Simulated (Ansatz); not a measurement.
`O[SiH2]B(F)Cl` + HCl → `FB(Cl)Cl` + silanol at 298.15 K and 1 bar (cleavage of the B–Si bond).

Gas-phase electronic energies from Ansatz, PBE0-D4/def2-TZVP geometries. CBS: MP2 limit from def2 TZ/QZ plus the TZ coupled-cluster correction, frozen cores. This one scheme is used for every species. Each species was taken in one conformer, which may not be the lowest.

```
        species  CCSD(T)/CBS energy (Eh)  H − E (kJ/mol)  S (J/(mol·K))
`O[SiH2]B(F)Cl`               -950.55475           123.9          357.9
            HCl               -460.38127            26.6          186.8
     `FB(Cl)Cl`              -1044.28221            37.6          287.3
      `O[SiH3]`               -366.69042           113.6          257.8
```

H − E and S are ideal-gas, rigid-rotor, harmonic terms from PBE0-D4/def2-TZVP, for one conformer and one mirror image of each species. 1 Eh = 2625.50 kJ/mol, R = 8.31446 J/(mol·K).

Q: By hand: ΔE, ΔH, ΔS and ΔG.

A: ΔE = (-1044.28221) + (-366.69042) − (-950.55475) − (-460.38127) = -0.03661 Eh = -96.1 kJ/mol. Δ(H − E) = 37.6 + 113.6 − 123.9 − 26.6 = 0.7, so ΔH = -95.4 kJ/mol. ΔS = 287.3 + 257.8 − 357.9 − 186.8 = 0.4 J/(mol·K). ΔG = -95.4 − 298.15 × (0.4)/1000 = -95.5 kJ/mol.

Q: By hand: the equilibrium constant, and the temperature at which ΔG would vanish if ΔH and ΔS stayed fixed.

A: log₁₀ K = −ΔG/(RT ln 10) = 16.7. ΔH and −TΔS have one sign here, so there is no such temperature.

The number of gas molecules stays the same, so ΔS is small and ΔH decides. A doubt of 5 kJ/mol in ΔE shifts log₁₀ K by 0.9 here. Other conformers and mirror images would add mixing entropy, several J/(mol·K) or more a flexible species. Modes under 60 cm⁻¹, often nearly free rotors, make the harmonic entropy too high. These are equilibria of isolated gas molecules and say nothing of rates. Largest T1 diagnostic: 0.013 (customary marks: 0.02 for closed shells, 0.045 for open ones).

ΔS is within the doubt of such terms, so its sign, and with it that verdict, could turn.
